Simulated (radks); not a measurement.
Question: The mean radii <r> (bohr) of the occupied orbitals of an atom or ion are listed with their occupations. Method: Dirac Kohn-Sham, PBE, spin-unpolarised, spherical densities, finite nucleus; Fermi nuclear charge, rms radius of each element as measured or else 0.836 A^(1/3) + 0.57 fm; computed with a radial shooting solver on a logarithmic mesh with Libxc functionals.

| orbital | occ. | <r> |
|---|---|---|
| 1s1/2 | 2 | 0.01714 |
| 2s1/2 | 2 | 0.07064 |
| 2p1/2 | 2 | 0.05810 |
| 2p3/2 | 4 | 0.06618 |
| 3s1/2 | 1 | 0.1700 |

Name the element and its charge. Open shells, if any, fill j = l - 1/2 first.

Answer: Z = 78, platinum, charge +67: Pt67+ in [Ne] 3s1. The 1s radius gives Z: for a bare nucleus <r> = (2 gamma + 1)/(2Z) with gamma = sqrt(1 - (Z/c)^2), 0.01695 bohr for Z = 78, and screening makes it slightly larger (0.01714 here). The occupations add up to 11, and the charge is Z minus that.
